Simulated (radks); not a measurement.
Problem. Coherent X-ray form factor from a spherical all-electron density. Calculated with a radial shooting solver on a logarithmic mesh with Libxc functionals: scalar-relativistic Kohn-Sham, LB94 model potential, spin-polarised, spherical densities, finite nucleus; Fermi nuclear charge, rms radius of each element as measured or else 0.836 A^(1/3) + 0.57 fm.

sin(theta)/lambda (1/angstrom),f0 (electrons)
0.05,36.945
0.1,34.673
0.15,32.294
0.2,30.051
0.25,27.924
0.3,25.949
0.4,22.591
0.5,19.935
0.6,17.700
0.8,13.874
1,10.833
1.25,8.272
1.5,6.802
2,5.334

The species is in the configuration that NIST lists as its ground one. Which atom or ion scatters so?

Solution. Neutral strontium, [Kr] 5s2. Extrapolating in s^2 from the first two rows gives f0(0) = 37.7, near the electron count 38; among species with that count, the fall with angle is slower the higher Z, and the table is that of Z = 38; from so few rows the species is fixed only to a neighbour or two.
